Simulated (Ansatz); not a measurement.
Geometry optimisation, UKS B3LYP-D4/6-31G* in Ansatz.

The input (input.yaml):

```yaml
crystal:
  periodic: [false, false, false]
  atoms:
    - { symbol: Si, position_ang: [-0.273814, 0.139588, -0.008366] }
    - { symbol: H, position_ang: [-0.682986, 0.182028, 1.408516] }
    - { symbol: "N", position_ang: [1.443351, 0.292921, 0.067017] }
    - { symbol: H, position_ang: [1.902132, -0.187424, 0.834572] }
    - { symbol: H, position_ang: [1.999724, 0.290227, -0.779056] }
    - { symbol: "N", position_ang: [-0.773584, 1.395495, -1.082052] }
    - { symbol: H, position_ang: [-1.746068, 1.460749, -1.353118] }
    - { symbol: H, position_ang: [-0.335924, 2.305628, -1.024677] }
    - { symbol: "N", position_ang: [-1.111477, -1.261975, -0.602833] }
    - { symbol: H, position_ang: [-1.165683, -2.072104, 0.003933] }
    - { symbol: H, position_ang: [-0.967142, -1.550584, -1.564154] }
    - { symbol: "N", position_ang: [0.840132, -0.539885, 2.921627] }
    - { symbol: H, position_ang: [0.052489, -0.916342, 3.476661] }
    - { symbol: H, position_ang: [0.824649, 0.461678, 3.16783] }
magnetization:
  spin_polarized: true
  initial_magnetization: 1
basis:
  gaussian: { orbitals: "6-31G*" }
hamiltonian:
  xc: b3lyp
  dispersion: d4
relax:
  f_tol: 0.03
  max_steps: 50
output:
  orbitals: {}
```

Command:

```bash
$ ansatz run input.yaml --threads 4 --pin off --max-ram 5120MiB --backend cpu --events-out ev --progress --plain --runs-dir out
```

Q: Where does it end, and by what steps?

A: It converged. The force dipped under the threshold on the way, but the program's further checks kept it going. After 11 steps the energy has fallen by 0.031 eV; H13 moved furthest, 0.37 Å.

```tsv
step	energy less start (eV)	largest force component (eV/Å)	accepted
0	0.0000	0.423	yes
1	0.0180	1.187	no
2	-0.0123	0.341	yes
3	-0.0206	0.202	yes
4	-0.0260	0.302	yes
5	0.0070	0.482	no
6	-0.0285	0.103	yes
7	-0.0284	0.230	no
8	-0.0296	0.082	yes
9	-0.0281	0.220	no
10	-0.0304	0.018	yes
11	-0.0305	0.029	yes
```

```xyz
14
Properties=species:S:1:pos:R:3
Si -0.346 0.183 -0.045
H -0.855 0.282 1.362
N 1.364 0.322 0.142
H 1.767 -0.118 0.966
H 1.972 0.250 -0.665
N -0.758 1.394 -1.202
H -1.710 1.457 -1.539
H -0.316 2.302 -1.146
N -1.155 -1.235 -0.638
H -1.270 -2.021 -0.009
H -0.959 -1.558 -1.579
N 1.097 -0.551 3.045
H 0.358 -1.118 3.489
H 0.819 0.413 3.285
```

Whether the end is a true minimum wasn't checked by a vibrational analysis.

The run took 24 s on 4 threads of Arm Neoverse V2, with other jobs on the host, peak memory 0.3 GiB.
